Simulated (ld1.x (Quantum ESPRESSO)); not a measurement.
**Configuration tests for Mn (TM semilocal)**

ld1.x (Quantum ESPRESSO) 7.5 input, shortened:

```
&input
   title='Mn', zed=25., rel=0, dft='PBESOL', iswitch=3,
   config='[Ar] 3d5 4s1 4p1'
 /
 &inputp
   pseudotype=1, tm=.true., lloc=0,
   nlcc=.false.
 /
3
4P  2  1   1.00   0.00  1.82  1.82  0.0
3D  3  2   5.00   0.00  1.26  1.26  0.0
4S  1  0   1.00   0.00  1.68  1.68  0.0
 &test
   configts(1)='3d5 4s1 4p1'
 /
```

Energies are relative to the spin-unpolarised reference configuration 3d5 4s1 4p1; without spin polarisation the order of configurations can differ from experiment.

```json
{"valence configuration": "3d5 4s2 4p0", "charge": "0", "ΔE all-electron (eV)": "-3.774", "error AE − PS (meV)": "+2.8"}
{"valence configuration": "3d5 4s1 4p0", "charge": "+1", "ΔE all-electron (eV)": "4.546", "error AE − PS (meV)": "-0.3"}
{"valence configuration": "3d5.5 4s1.5 4p0", "charge": "0", "ΔE all-electron (eV)": "-4.403", "error AE − PS (meV)": "-7.4"}
{"valence configuration": "3d5 4s0 4p2", "charge": "0", "ΔE all-electron (eV)": "3.955", "error AE − PS (meV)": "+5.1"}
{"valence configuration": "3d5 4s0 4p1", "charge": "+1", "ΔE all-electron (eV)": "9.166", "error AE − PS (meV)": "+13"}
{"valence configuration": "3d4 4s0 4p0", "charge": "+3", "ΔE all-electron (eV)": "52.553", "error AE − PS (meV)": "-29"}
```

Question: What are ΔE and the potential's error for 3d5 4s0 4p0?

Answer: ΔE = 19.874 eV all-electron; the error (AE − PS) is +44 meV.

Levels in the configuration 3d5 4s0 4p2:

| level | all-electron (eV) | pseudo (eV) |
| --- | --- | --- |
| 3d | -9.889 | -9.855 |
| 4p | -2.721 | -2.718 |

ld1.x printed “convergence not achieved” for 3 of the counted tests; their residual had stalled under 1e-8, short of the target of 1e-14.
